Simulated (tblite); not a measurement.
Species: C4H10BOSi (doublet state).
Atom-mapped SMILES: `[SiH2:1][O:2][C@H:3]1[BH:4][CH2:5][CH2:6][CH2:7]1` (hydrogens: H8, H9 on Si1; H10 on C3; H11 on B4; H12, H13 on C5; H14, H15 on C6; H16, H17 on C7)

Computed with GFN2-xTB (tblite), gas phase: L-BFGS steps from a force-field or distance-geometry start until the largest atomic force falls under 0.01 eV/Å.

Step 0: E = -561.6350 eV
```
atom  x, y, z in Å  |  force x, y, z in eV/Å
Si1     2.9831    1.0025   -0.1917   -1.945   0.685   0.042
O2      1.2992    1.4754   -0.1520    3.214  -1.053   0.300
C3      0.5343    0.4102    0.3786   -1.419   0.497  -0.430
B4     -0.8668    0.9965    0.8438   -0.440  -1.007   1.844
C5     -2.0225    0.1614    0.1766   -0.329   0.763  -0.116
C6     -1.3088   -1.0259   -0.4602    0.014  -0.630  -0.251
C7      0.1422   -0.5929   -0.7188    0.456  -0.916  -0.059
H8      3.1561   -0.1609   -1.0592    0.068   0.099  -0.037
H9      3.4594    0.7010    1.1679   -0.063   0.154  -0.188
H10     0.9825   -0.0921    1.2617    0.220   0.150  -0.542
H11    -0.9902    1.3223    1.9775    0.056   0.722  -0.501
H12    -2.7781   -0.1724    0.9166    0.198   0.325  -0.641
H13    -2.5089    0.7880   -0.6032   -0.039  -0.524   0.427
H14    -1.7970   -1.3417   -1.4027    0.246  -0.042   0.507
H15    -1.3141   -1.8718    0.2567   -0.043   0.349  -0.428
H16     0.1996   -0.1162   -1.7061    0.158   0.012   0.335
H17     0.8231   -1.4713   -0.6956   -0.352   0.415  -0.261
```

Step 1: E = -561.9468 eV
```
atom  x, y, z in Å  |  force x, y, z in eV/Å
Si1     2.9553    1.0123   -0.1911   -0.964   0.202   0.054
O2      1.3451    1.4603   -0.1477    1.799  -0.906   0.318
C3      0.5140    0.4173    0.3725   -0.569   0.162  -0.149
B4     -0.8731    0.9822    0.8702   -0.330  -0.871   0.963
C5     -2.0272    0.1723    0.1749    0.108   0.083   0.003
C6     -1.3086   -1.0349   -0.4638    0.085   0.059  -0.015
C7      0.1487   -0.6060   -0.7196   -0.156  -0.078  -0.053
H8      3.1571   -0.1595   -1.0597    0.074   0.242   0.045
H9      3.4585    0.7032    1.1652   -0.063   0.186  -0.281
H10     0.9856   -0.0900    1.2539   -0.009   0.233  -0.656
H11    -0.9894    1.3326    1.9703   -0.004   0.778   0.039
H12    -2.7753   -0.1677    0.9075    0.002   0.231  -0.485
H13    -2.5094    0.7805   -0.5971   -0.176  -0.232   0.118
H14    -1.7935   -1.3423   -1.3955    0.088  -0.132   0.203
H15    -1.3147   -1.8668    0.2506   -0.067   0.099  -0.205
H16     0.2019   -0.1160   -1.7013    0.154  -0.052   0.281
H17     0.8181   -1.4654   -0.6993    0.026  -0.003  -0.180
```

Task: Estimate the geometry and energy of step 2. (The exact step hangs on the optimiser's Hessian estimate; all steps are aligned on step 1, rigid shifts and turns removed.)

Result: E = -562.0753 eV, largest force 2.045 eV/Å
```
atom  x, y, z in Å  |  force x, y, z in eV/Å
Si1     2.9196    1.0208   -0.1893    1.910  -0.730  -0.019
O2      1.4101    1.4297   -0.1372   -1.566  -0.002   0.292
C3      0.4919    0.4240    0.3665    0.045  -0.201   0.094
B4     -0.8845    0.9527    0.9055    0.014  -0.446   0.188
C5     -2.0252    0.1776    0.1746    0.133  -0.285  -0.002
C6     -1.3061   -1.0355   -0.4652   -0.021   0.253   0.045
C7      0.1458   -0.6117   -0.7214   -0.179   0.266   0.097
H8      3.1595   -0.1520   -1.0585    0.120   0.305   0.059
H9      3.4565    0.7092    1.1562    0.013   0.191  -0.281
H10     0.9862   -0.0826    1.2326   -0.135   0.139  -0.502
H11    -0.9893    1.3582    1.9696   -0.066   0.763   0.447
H12    -2.7745   -0.1597    0.8908   -0.253   0.037  -0.242
H13    -2.5148    0.7717   -0.5920   -0.161  -0.012  -0.060
H14    -1.7900   -1.3464   -1.3876   -0.029  -0.148  -0.019
H15    -1.3168   -1.8626    0.2430   -0.047  -0.069  -0.010
H16     0.2070   -0.1175   -1.6918    0.112   0.019   0.011
H17     0.8175   -1.4639   -0.7056    0.111  -0.078  -0.097
```

The energy changes by -0.1285 eV. The first-order estimate −F·Δx gives -0.3282 eV and the mean of the old and new forces, exact on a quadratic surface, -0.1062 eV. The step makes an angle of 5° with the force vector and moves no atom by more than 0.073 Å.

What follows is the cost of the whole relaxation. Hardware: one thread, Arm Neoverse V1 (aarch64), shared host with 32 logical CPUs at a one-minute load of 39. Cost: 0.92 s.
